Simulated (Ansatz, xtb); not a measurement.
## Relative energy of two isomers of C5H5FS2

Structure X: `FCC1=CSCC1=S`, a singlet. Structure Y: `Cc1cc(F)c(S)s1`, a singlet. Both are isolated molecules in the gas phase, relaxed with B3LYP/def2-SVP; the shapes shown needn't be the lowest conformers.

X (Å):

```xyz
13

C    -0.2724    0.8399   -0.5249
C    -0.0472   -0.4152    0.2649
C    -0.5185   -1.6420   -0.1035
C     0.7696   -1.8232    2.0818
C     0.6999   -0.4218    1.4995
F    -1.0161    0.5751   -1.6577
S    -0.1433   -2.9633    0.9559
S     1.4004    0.8884    2.2182
H    -0.8009    1.5888    0.0912
H     0.6948    1.2841   -0.8197
H    -1.1034   -1.8282   -1.0062
H     1.8120   -2.1635    2.1736
H     0.3127   -1.8603    3.0822
```

Y (Å):

```xyz
13

C    -1.5936    0.3166   -0.7286
C    -0.5001   -0.2086    0.1506
C     0.0782   -1.4514    0.1516
C     1.0937   -1.5795    1.1434
C     1.3043   -0.4570    1.9029
F     1.7912   -2.7123    1.3209
S     2.4596   -0.2148    3.2173
S     0.2181    0.8079    1.3856
H    -1.2698    1.1961   -1.3102
H    -1.9037   -0.4621   -1.4408
H    -2.4826    0.6160   -0.1481
H    -0.1982   -2.2610   -0.5252
H     2.9604   -1.4689    3.1346
```

Quicker runs give these differences E(Y) − E(X): GFN2-xTB −0.092 eV; HF/STO-3G −0.970 eV (at GFN2-xTB geometries); r2SCAN-D4/def2-SVP −0.133 eV (at GFN2-xTB geometries).

Estimate E(Y) − E(X) at the level CCSD(T)/def2-SVP + ΔMP2/def2-TZVPP.

Calculated at CCSD(T)/def2-SVP + ΔMP2/def2-TZVPP: E(Y) − E(X) = −0.162 eV, so structure Y lies lower.

How the difference moves with the method:

| level | geometry | E(Y) − E(X) (eV) | departure from the last row (eV) | job, with rough time for the two |
| --- | --- | --- | --- | --- |
| GFN2-xTB | GFN2-xTB | −0.092 | +0.070 | optimisation, 0.16 s |
| HF/STO-3G | GFN2-xTB | −0.970 | −0.808 | single point, 0.46 s |
| r2SCAN-D4/def2-SVP | GFN2-xTB | −0.133 | +0.029 | single point, 4.7 s |
| B3LYP/def2-SVP | B3LYP/def2-SVP | −0.137 | +0.025 | optimisation, 29 s |
| HF/def2-SVP | B3LYP/def2-SVP | −0.053 | +0.109 | part of the CCSD(T) run |
| MP2/def2-SVP | B3LYP/def2-SVP | −0.276 | −0.114 | part of the CCSD(T) run |
| CCSD(T)/def2-SVP | B3LYP/def2-SVP | −0.146 | +0.016 | single point |
| CCSD(T)/def2-SVP + ΔMP2/def2-TZVPP | B3LYP/def2-SVP | −0.162 |  | single point, 98 s |

As drawn, Y has 3 C∷C, 2 C∷S, 1 S–H in place of 2 C–C, 1 C=C, 1 C–S, 1 C=S, 1 C–H (∷ is an aromatic bond). Structure X has a 5-membered ring, Y a 5-membered ring (with an aromatic ring).

None of the levels shown reverses the order. The largest departure from CCSD(T)/def2-SVP + ΔMP2/def2-TZVPP is that of HF/STO-3G, 0.808 eV. The last row adds to CCSD(T) the change of the MP2 difference between the two basis sets, here −0.016 eV.

With thermal terms from frequencies at re-optimised GFN2-xTB minima (ideal gas, soft modes damped towards free rotors, one conformer each, 298.15 K, 1 atm): on the last row, ΔE + ΔZPE = −0.245, ΔH = −0.225, ΔG = −0.251 eV.

The correlated steps freeze 16 core orbitals. Programs: Ansatz 0.2.0, xtb 6.7.1; the last row on 4 threads of Arm Neoverse V1 on a shared host.
